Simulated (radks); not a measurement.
Results of a calculation; reference values are marked as such.
Q: All-electron atom: the barium ion Ba3.25+ in [Kr] 4d10 5s2 5p(up 2.5, down 2.25) (fractional occupations, a model configuration). Level of theory: scalar-relativistic Kohn-Sham, r2SCAN, spin-polarised, spherical densities, finite nucleus; meta-GGA in the generalised Kohn-Sham scheme; Fermi nuclear charge, rms radius 4.8378 fm (a radial shooting solver on a logarithmic mesh with Libxc functionals). Some entries of the table are withheld. Estimate them.

orbital,occ.,eigenvalue (hartree),<r> (bohr),<r^2> (bohr^2)
1s up,1,-1372.590,0.02558,0.0008888
1s down,1,-1372.589,0.02558,0.0008888
2s up,1,-218.5430,0.1097,0.01420
2s down,1,-218.5429,0.1097,0.01420
2p up,3,-195.9669,0.09620,0.01130
2p down,3,-195.9663,0.09620,0.01130
3s up,1,-47.24423,0.2914,0.09702
3s down,1,-47.24380,0.2914,0.09702
3p up,3,-39.96262,0.2895,0.09720
3p down,3,-39.96204,0.2895,0.09720
3d up,5,-29.39930,0.2665,0.08386
3d down,5,-29.39866,0.2665,0.08386
4s up,1,-10.22842,0.6741,0.5123
4s down,1,-10.22710,0.6741,0.5124
4p up,3,-7.86484,0.7152,0.5813
4p down,3,-7.86363,0.7152,0.5812
4d up,5,-4.41991,(1),0.7408
4d down,5,-4.41827,(2),0.7402
5s up,1,-2.27280,1.606,2.885
5s down,1,-2.26217,1.606,2.886
5p up,2.5,(3),(4),3.701
5p down,2.25,(5),(6),3.707

A: 
(1) 4d up <r> (bohr): 0.7988
(2) 4d down <r> (bohr): 0.7985
(3) 5p up eigenvalue (hartree): -1.67596
(4) 5p up <r> (bohr): 1.816
(5) 5p down eigenvalue (hartree): -1.66548
(6) 5p down <r> (bohr): 1.818
